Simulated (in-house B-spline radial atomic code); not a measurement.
Os⁸⁺. Computed with a B-spline radial atomic code. Model: all-electron spherical atom, spin shells full or empty, radial basis limit, no spin-orbit coupling, Breit or QED, empty-state partial waves extrapolated as (l+1/2)^-4, RPA, G0W0 and static COHSEX of the highest shell as one setting changes (uncorrelated shells keep exact exchange).

Without the two-electron picture change, core correlation of heavy ions comes too large.

Given: element Os; charge 8; filled core Xe; hamiltonian one-electron scalar X2C; mean-field start r2SCAN; highest l of empty states 9; nuclear rms radius 5.4126 fm; highest mean-field shell 5p.

Shell: 4f 7 7 (electrons up and down).

```json
{"natural log step of frequency grid": "0.25", "RPA correlation energy (hartree)": "-6.2552", "G0W0 level (eV)": "-173.11", "G0W0 minus most complete (meV)": "0", "RPA minus most complete (millihartree)": "0", "linearised minus solved G0W0 (meV)": "-5"}
{"natural log step of frequency grid": "0.4", "RPA correlation energy (hartree)": "-6.2552", "G0W0 level (eV)": "-173.11", "G0W0 minus most complete (meV)": "0", "RPA minus most complete (millihartree)": "0", "linearised minus solved G0W0 (meV)": "-5"}
{"natural log step of frequency grid": "0.6", "RPA correlation energy (hartree)": "-6.2552", "G0W0 level (eV)": "-173.11", "G0W0 minus most complete (meV)": "0", "RPA minus most complete (millihartree)": "0", "linearised minus solved G0W0 (meV)": "-5"}
{"natural log step of frequency grid": "0.9", "RPA correlation energy (hartree)": "-6.2553", "G0W0 level (eV)": "-173.11", "G0W0 minus most complete (meV)": "-0.1", "RPA minus most complete (millihartree)": "-0.1", "linearised minus solved G0W0 (meV)": "-5"}
{"natural log step of frequency grid": "1.3", "RPA correlation energy (hartree)": "-6.2549", "G0W0 level (eV)": "-173.1", "G0W0 minus most complete (meV)": "2.4", "RPA minus most complete (millihartree)": "0.3", "linearised minus solved G0W0 (meV)": "-4.7"}
{"natural log step of frequency grid": "1.8", "RPA correlation energy (hartree)": "?", "G0W0 level (eV)": "?", "G0W0 minus most complete (meV)": "?", "RPA minus most complete (millihartree)": "?", "linearised minus solved G0W0 (meV)": "?"}
{"natural log step of frequency grid": "2.5", "RPA correlation energy (hartree)": "?", "G0W0 level (eV)": "?", "G0W0 minus most complete (meV)": "?", "RPA minus most complete (millihartree)": "?", "linearised minus solved G0W0 (meV)": "?"}
{"natural log step of frequency grid": "3.5", "RPA correlation energy (hartree)": "-6.3329", "G0W0 level (eV)": "-172.95", "G0W0 minus most complete (meV)": "159.6", "RPA minus most complete (millihartree)": "-77.7", "linearised minus solved G0W0 (meV)": "0.1"}
```

Task: What follows for natural log step of frequency grid = 1.8?

Result: RPA correlation energy -6.2312 hartree; G0W0 level -173.09 eV; G0W0 minus most complete 18.3 meV; RPA minus most complete 24 millihartree; linearised minus solved G0W0 -4.1 meV.

Task: What follows for natural log step of frequency grid = 2.5?

Result: RPA correlation energy -6.2741 hartree; G0W0 level -172.99 eV; G0W0 minus most complete 120.8 meV; RPA minus most complete -18.9 millihartree; linearised minus solved G0W0 -3.1 meV.
